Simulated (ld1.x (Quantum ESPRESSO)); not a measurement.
# Pseudopotential generation for Bi (Z = 83): PAW, LDA (PZ), scalar-relativistic.

* Element: bismuth (Bi)
* Generator: ld1.x (Quantum ESPRESSO) 7.5
* Type: PAW
* Functional: LDA (PZ)
* Relativity: scalar-relativistic
* Frozen core: [Xe] 4f14
* Valence charge: 15
* Reference configuration: 5d10 6s2 6p3
* Partial waves: 6s (bound): rcut 1.60, rcutus 1.75 bohr; 6s channel at -0.55 Ry: rcut 1.60, rcutus 1.75 bohr; 6p (bound): rcut 1.75, rcutus 2.00 bohr; 6p channel at 4.1 Ry: rcut 1.75, rcutus 2.00 bohr; 5d (bound): rcut 1.50, rcutus 1.85 bohr; 5d channel at 2.55 Ry: rcut 1.50, rcutus 1.85 bohr; 5f channel at 0.1 Ry: rc 1.70 bohr
* Local potential: the f channel
* Core correction: a·sin(br)/r model core, default radius (core density twice the valence density)
* Augmentation charge: PSQ, inside the norm-conserving radii

All-electron outer shells of the reference configuration (LDA (PZ), scalar-relativistic, ld1.x):

```tsv
shell	level (eV)	outermost node (bohr)	outermost maximum (bohr)
4f	-152.95	–	0.34
5p	-95.96	0.48	0.86
5d	-27.18	0.51	1.03
6s	-14.76	0.98	1.86
6p	-4.77	1.14	2.44
```

Q: Is a potential produced?

A: No. ld1.x (Quantum ESPRESSO) 7.5 stopped with "new_paw_hamiltonian: negative rho": the pseudo-density turned negative during the self-consistent test, most likely because a state had been found with a wrong node count and its wave set to zero before. Before that it printed "Warning: n=1, l=0 expected 0 nodes, found 1".
